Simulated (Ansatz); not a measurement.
CH6OSi2 at its PBE0-D4/def2-TZVP geometry, where that method's forces vanish. Total charge 0; spin multiplicity 1. The bonds changed during the relaxation, so this is another structure than the one it started from.

```csv
atom,x (Å),y (Å),z (Å)
C1,-1.3168,-1.1135,-0.4141
Si2,-0.9633,0.6181,0.1580
O3,0.5896,0.9797,0.2375
Si4,2.2530,0.7959,0.1930
H5,-0.8968,-1.8529,0.2696
H6,-0.8535,-1.2557,-1.3986
H7,-2.3914,-1.2837,-0.5042
H8,-1.7342,1.6736,-0.5519
H9,2.7742,1.9070,1.0553
H10,2.5393,-0.4686,0.9554
```

**Question.** For each bond, give half the difference of the two atoms' forces along it (eV/Å; positive pushes the atoms apart) under PBE-D4, r2SCAN-D4, B3LYP-D4, ωB97M-V in def2-TZVPP. (Estimate.)

**Answer.** Ansatz gave: 
```tsv
bond	length (Å)	PBE-D4	r2SCAN-D4	B3LYP-D4	ωB97M-V
C1–Si2	1.858	-0.06	-0.01	0.13	0.03
C1–H5	1.091	0.12	0.00	-0.05	-0.07
C1–H6	1.097	0.07	-0.03	-0.06	0.00
C1–H7	1.092	0.12	-0.01	-0.05	-0.07
Si2–O3	1.596	0.57	0.28	0.12	-0.44
Si2–H8	1.487	0.01	-0.04	-0.14	-0.15
O3–Si4	1.674	-0.05	-0.13	0.06	0.58
Si4–H9	1.500	0.07	-0.03	-0.08	-0.10
Si4–H10	1.504	0.07	-0.02	-0.07	-0.10
```

B3LYP here is the variant with VWN-RPA as its local correlation; programs differ in this.
